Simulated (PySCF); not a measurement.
# Ionisation energy of Ho²⁺ by level of theory

Ho²⁺ [Xe] 4f11 (high-spin determinant) → Ho³⁺ [Xe] 4f10 (high-spin determinant), as a difference of total energies. All numbers are calculated (PySCF 2.14, scalar relativity by spin-free X2C-1e, in x2c-TZVPPall). Correlated levels: valence: [Kr] 4d10 frozen; valence and next inner shell: [Ar] 3d10 frozen. The calculations carry no spin-orbit coupling.

```
                                method  ionisation energy (eV)
                                   UHF                  18.464
                                   LDA                  24.701
                                   PBE                  24.207
                                  PBE0                  23.100
                                r2SCAN                  23.320
                         MP2 (valence)                  23.227
                     SCS-MP2 (valence)                  22.760
    MP2 (valence and next inner shell)                  23.715
SCS-MP2 (valence and next inner shell)                  23.081
```

Q: How much does correlation contribute at MP2 (valence and next inner shell)?

A: 23.715 − (18.464) = 5.251 eV, measured against UHF.

A first-order spin-orbit estimate (lowest level to lowest level, LS coupling) adds -0.052 eV.

Errors of the correlated levels include the incompleteness of this basis and the frozen core.

The determinant of Ho³⁺ and of Ho²⁺ mixes LS terms, which raises its energy above the lowest term, most at the Hartree-Fock and MP2 levels.

For comparison: 22.79 ± 0.03 eV (semi-empirical (NIST evaluation); NIST Atomic Spectra Database, ionization energies).
